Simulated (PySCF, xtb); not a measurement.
B₂Cl₃, SMILES Cl[B]B(Cl)Cl (connectivity only; charge and spin as stated), charge +1, multiplicity 1. Other conformers were not sampled.

Harmonic wavenumbers (cm⁻¹) from GFN2-xTB run with xtb 6.7.1 at its own minimum, in rising order: 53, 145, 202, 263, 409, 422, 582, 902, 1322.

### Question
What does PBE0-D3(BJ)/def2-SVP in PySCF 2.14.0 give at its own minimum? (An estimate is asked for; the answer gives what the named calculation found.)

### Answer
47, 171, 215, 395, 414, 484, 867, 1079, 1340. Paired by order, the mean absolute difference is 80 cm⁻¹ and the zero-point energies are 6.1 and 7.2 kcal/mol.
